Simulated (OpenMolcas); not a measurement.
## Ir2+: moving or changing the point charges

Ir2+ among 4 point charges of -1 e arranged as a tetrahedron (Td), 1.92 Å from the ion.
```
   1.1085    1.1085    1.1085  -1.00
   1.1085   -1.1085   -1.1085  -1.00
  -1.1085    1.1085   -1.1085  -1.00
  -1.1085   -1.1085    1.1085  -1.00
```

| Property | Result |
| --- | --- |
| Program | OpenMolcas 26.06 |
| Method | CASSCF |
| Basis | ANO-RCC-VDZP [7s6p4d2f] |
| Scalar Hamiltonian | DKH2, point nucleus |
| Active space | 7 electrons in 5 orbitals (5d) |
| State averaging | 2S+1 = 4 even, 10 roots; 2S+1 = 2 even, 40 roots |
| Spin-orbit coupling | RASSI with atomic mean-field integrals over the reference wave functions |

Runs around this geometry, states (labels of Td). Energies in cm-1 above the lowest state or level, χT in cm3 K/mol.

```json
{"R (Å)": "1.92", "q (e)": "-0.65", "Ground state": "4A2", "First state of that spin": "4T2 2330", "First gap with spin-orbit (degeneracies)": "1306 (4, 4)", "χT at 300 K": "4.389", "First state of another spin": "2E 14679"}
{"R (Å)": "1.78", "q (e)": "-1", "Ground state": "4A2", "First state of that spin": "4T2 4178", "First gap with spin-orbit (degeneracies)": "2549 (4, 4)", "χT at 300 K": "4.099", "First state of another spin": "2T1 15182"}
{"R (Å)": "1.92", "q (e)": "-1", "Ground state": "4A2", "First state of that spin": "4T2 3226", "First gap with spin-orbit (degeneracies)": "1886 (4, 4)", "χT at 300 K": "4.233", "First state of another spin": "2E 15012"}
{"R (Å)": "2", "q (e)": "-1", "Ground state": "4A2", "First state of that spin": "4T2 2788", "First gap with spin-orbit (degeneracies)": "1598 (4, 4)", "χT at 300 K": "4.301", "First state of another spin": "2E 14874"}
```

Taking the first state of the same spin as R^-n, n = -ln(2788 / 4178) / ln(2 / 1.78) = 3.5 between the shortest and longest distance.

Scaling the charges by -0.65 / -1 = 0.65 scales the first state of the same spin by 2330 / 3226 = 0.72; with fixed orbitals a first-order splitting would follow the charge.

Without dynamic correlation the repulsion within the d shell is too large (B by tens of per cent), so at a given field states of lower spin stand too high. Spin-orbit coupling mixes the spin-free states strongly: the lowest level takes only 45 % from its leading state, 4A2 (figures for R = 1.92, q = -0.65; the like holds for R = 1.78, q = -1, R = 1.92, q = -1, R = 2, q = -1). The ground term spreads over less than 5000 cm-1, several times less than with real ligands, so orbital moments are less quenched and χT lies further from the spin-only value than at real sites (holds for R = 1.92, q = -0.65; R = 2, q = -1). This is an electrostatic model: the charges have no orbitals. No measured value stands beside these numbers.
